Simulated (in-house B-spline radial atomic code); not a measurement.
What moves the levels of the scandium ion Sc⁺ ([Ar] 3d1 4s1)? Computed with a radial B-spline atomic code at the basis-set limit: Dirac-Hartree-Fock, average of the jj configuration, Fermi nucleus of rms radius 3.5702 fm.

Baseline run (computed): total energy -763.1763 hartree, 1s1/2 at -167.1389 hartree, 4s1/2 at -12.129 eV with <r> = 3.497 bohr.

Changing the nucleus:

```json
{"nucleus": "Fermi nucleus of rms radius 3.5575 fm, A = 43", "ΔE (eV)": "-0.000279"}
{"nucleus": "Fermi nucleus of rms radius 3.5432 fm, A = 44", "ΔE (eV)": "-0.000591"}
{"nucleus": "Fermi nucleus of rms radius 3.5459 fm, A = 45", "ΔE (eV)": "-0.000532"}
{"nucleus": "Fermi nucleus of rms radius 3.5243 fm, A = 46", "ΔE (eV)": "-0.001"}
```

A larger nucleus binds the electrons less, roughly as the density at the nucleus times the change of the nuclear <r²>. The reference is A = 42.
